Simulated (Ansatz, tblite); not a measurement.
Forces on Be4S4⁺ at its PBE-D4/def2-SVP geometry. Total charge 1; doublet.

The xTB rows come from tblite. Another isomer (doublet) lies 0.90 eV lower at PBE0-D4/def2-TZVP; other spin states weren't run for this one.

GFN1-xTB (tblite), largest force 1.05 eV/Å:

```xyz
8
positions Å, forces eV/Å
Be   -1.729   -1.005    0.161   -0.251   -0.377    0.309
Be    0.951   -0.454    0.659    0.187   -0.269    0.562
Be   -0.633    0.286   -1.621    0.214    0.054   -0.579
Be    1.548    1.591    0.121    0.442    0.073   -0.227
S    -0.433   -1.669    1.453   -0.011    0.356   -0.548
S     1.317    0.299   -1.376   -0.741    0.286    0.684
S    -2.475   -0.096   -1.347    0.182   -0.043    0.091
S     1.455    1.049    1.951   -0.023   -0.080   -0.292
```

GFN2-xTB (tblite), largest force 0.69 eV/Å:

```
Be 0.013 -0.227 0.163
Be 0.031 -0.269 0.488
Be 0.079 -0.119 -0.252
Be 0.408 -0.022 0.022
S -0.138 0.094 -0.499
S -0.604 0.237 0.243
S 0.068 0.015 -0.024
S 0.144 0.292 -0.141
```

PBE-D4/def2-TZVP (Ansatz), largest force 0.47 eV/Å:

```
Be 0.073 0.072 -0.064
Be -0.063 0.198 0.032
Be -0.041 -0.068 0.099
Be -0.107 -0.454 0.077
S 0.049 0.202 -0.200
S -0.141 0.172 0.349
S 0.272 -0.054 0.122
S -0.042 -0.068 -0.414
```
